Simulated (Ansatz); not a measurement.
Problem. Predict a relaxed structure of the cluster Ge2O⁺, charge 1, doublet, at PBE0-D4/def2-TZVP (Ansatz).

Solution. 
```xyz
3

Ge    0.1313   -0.5176   -1.6733
Ge   -0.1311    0.5178    1.6732
O    -0.0002   -0.0002    0.0001
```
Point group D∞h (tolerance 0.1 Å). This is one stationary point.

The relaxation made no stability test and no search for a lower SCF solution. The structure comes from a short search, and lower isomers may exist.
